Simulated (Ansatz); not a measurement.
CH$_{3}$NSTe (`NC(=S)[TeH]`). Charge 0, multiplicity 1. Te takes the def2 core potential.

```xyz
7

N    -0.3363    0.9497   -0.7090
C    -0.1927    0.0272    0.2502
S    -1.0808   -0.0192    1.6147
Te    1.3450   -1.3847   -0.2182
H    -1.0378    1.6625   -0.5825
H     0.2194    0.9632   -1.5466
H     1.0832   -2.1988    1.1914
```

(1) What are the harmonic wavenumbers in cm⁻¹ at PBE0-D4/def2-TZVP (Ansatz, finite differences of forces, unscaled)? (Best estimate.)

(2) Is this a minimum?

(3) Give the ideal-gas thermochemistry at 298.15 K and 1 bar (rigid rotor, harmonic oscillator; point group Cs, symmetry number 1).

Answers

(1) Ansatz gave: 70, 211, 291, 315, 455, 499, 589, 665, 895, 1225, 1397, 1636, 2198, 3575, 3709.

(2) Yes, all 15 modes are real.

(3) Zero-point energy 106.1 kJ/mol; H(298) − E = 123.9 kJ/mol; entropy 337.7 J/(mol·K), of which translation 174.2, rotation 115.5, vibration 47.9; G(298) − E = 23.2 kJ/mol. Modes under 100 cm⁻¹ are hindered rotations or soft bends, so the harmonic entropy is rough.
